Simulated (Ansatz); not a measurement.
Dissociation curve of B(Br)3, SMILES BrB(Br)Br (BBr3). The B1–Br4 bond (B1 also carries Br, Br; Br4 carries nothing else) is pulled apart rigidly from the PBE0/def2-TZVP optimised geometry.

Level of theory: Ansatz (a first-principles code) with unrestricted PBE0/cc-pVDZ.

The batch members p0 to p7 hold the bond at 1.56, 1.65, 1.76, 1.86, 1.90, 1.96, 2.01, 2.13 Å.

Ansatz input:

Ansatz 0.2 input:
```yaml
# input.yaml
basis:
  gaussian: { orbitals: cc-pvdz }
hamiltonian:
  xc: pbe0
batch:
  members: [p0.yaml, p1.yaml, p2.yaml, p3.yaml, p4.yaml, p5.yaml, p6.yaml, p7.yaml]

# p4.yaml, one of the 8 members of this batch
crystal:
  periodic: [false, false, false]
  atoms:
    - { symbol: B, position_ang: [0.0, 0.0, 0.0] }
    - { symbol: Br, position_ang: [0.0, 1.64237416, -0.94917755] }
    - { symbol: Br, position_ang: [-0.00006035, -1.64286636, -0.94843447] }
    - { symbol: Br, position_ang: [0.0, 0.0, 1.9] }
total_charge: 0
magnetization:
  spin_polarized: true
```

Lines of the output on each member:

```
Member 2: Total energy: -210790.50448030 eV, -7746.4081607153 hartree
Member 3: Total energy: -210790.74137298 eV, -7746.4168663608 hartree
Member 0: Total energy: -210788.66257766 eV, -7746.3404720418 hartree
Member 1: Total energy: -210789.78972940 eV, -7746.3818941045 hartree
Member 5: Total energy: -210790.73053106 eV, -7746.4164679274 hartree
Member 4: Total energy: -210790.76069794 eV, -7746.4175765398 hartree
Member 7: Total energy: -210790.39216973 eV, -7746.4040333782 hartree
Member 6: Total energy: -210790.66275152 eV, -7746.4139770754 hartree
```

The unrestricted determinant behind UKS-PBE0 is spin-contaminated at 3.09 to 5.55 Å (<S²> up to 1.0, against 0.00 for a pure singlet).
